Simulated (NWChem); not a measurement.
System: H$_{4}$BO$_{3}$ cation; SMILES OB(O)[OH2+]

```xyz
8

O      1.3476    -0.2465    -0.0034
B      0.0913     0.1529     0.0031
O     -0.4427     1.3532    -0.0039
O     -0.7853    -1.0714     0.0189
H      2.0366     0.4311     0.0252
H     -1.3753     1.5730     0.0785
H     -0.3408    -1.9403    -0.0216
H     -1.7338    -1.1102    -0.1906
```
Atoms are numbered in this order, from 1.

All runs: NWChem. The geometry was optimised at PBE0/def2-SVP. Level M06-L/def2-SVP: energy and gradient on several grids; changes count from the extra-fine grid, which is no exact limit either.

| grid | size of the energy change (μHa) | largest change of a gradient component (μHa/bohr) | time, medium = 1 (rough) |
|---|---|---|---|
| xcoarse | 20000 | 4000 | about 1 |
| coarse | 2000 | 300 | about 1 |
| medium | 30 | 100 | about 1 |
| fine | < 10 | 50 | about 1 |
| xfine | < 10 | < 30 | 3 |
